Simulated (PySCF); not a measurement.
SMILES C[Si](C)(O)[SiH2][SiH3], GFN2-xTB optimised geometry.

```
18

Si    -1.08    -2.79     1.25
Si    -1.29    -0.51     1.61
Si    -0.35     0.85     0.00
C     -0.90     2.69     0.00
C      1.56     0.85     0.00
O     -0.90     0.11    -1.36
H     -1.81    -3.25     0.07
H      0.32    -3.18     1.04
H     -1.55    -3.62     2.37
H     -2.71    -0.17     1.81
H     -0.70    -0.17     2.93
H     -1.97     2.77    -0.11
H     -0.44     3.25    -0.81
H     -0.62     3.18     0.93
H      1.95    -0.16    -0.12
H      1.96     1.24     0.93
H      1.97     1.46    -0.81
H     -0.69     0.43    -2.23
```

Density from PySCF with B3LYP/def2-SVP at that geometry.

Minimum of the electron density along straight lines between bonded atoms, close to the bond critical point (lines longer than 1.1 times the sum of covalent radii, or with two minima, are not listed):

| bond | length / Å | ρ at the minimum / e bohr⁻³ | ∇²ρ there / e bohr⁻⁵ | position (fraction from the first atom) |
|---|---|---|---|---|
| Si3–C4 | 1.912 | 0.110 | 0.30 | 0.38 |
| Si3–C5 | 1.911 | 0.110 | 0.30 | 0.38 |
| Si3–O6 | 1.643 | 0.124 | [?] | 0.41 |
| Si1–H7 | 1.465 | 0.116 | 0.34 | 0.49 |
| Si1–H8 | 1.469 | 0.114 | 0.33 | 0.49 |
| Si1–H9 | 1.468 | 0.115 | 0.33 | 0.49 |
| Si2–H10 | 1.476 | 0.112 | 0.32 | 0.49 |
| Si2–H11 | 1.477 | 0.112 | 0.33 | 0.49 |
| C4–H12 | 1.087 | 0.273 | -0.98 | 0.62 |
| C4–H13 | 1.088 | 0.270 | -0.96 | 0.62 |
| C4–H14 | 1.085 | 0.272 | -0.97 | 0.62 |
| C5–H15 | 1.087 | 0.272 | -0.97 | 0.62 |
| C5–H16 | 1.085 | 0.272 | -0.97 | 0.62 |
| C5–H17 | 1.088 | 0.270 | -0.95 | 0.62 |
| O6–H18 | 0.954 | 0.355 | [?] | 0.81 |

Question: Some entries are withheld; supply them.

Answer: 
- Si3–O6, ∇²ρ there / e bohr⁻⁵: 1.02
- O6–H18, ∇²ρ there / e bohr⁻⁵: -2.35
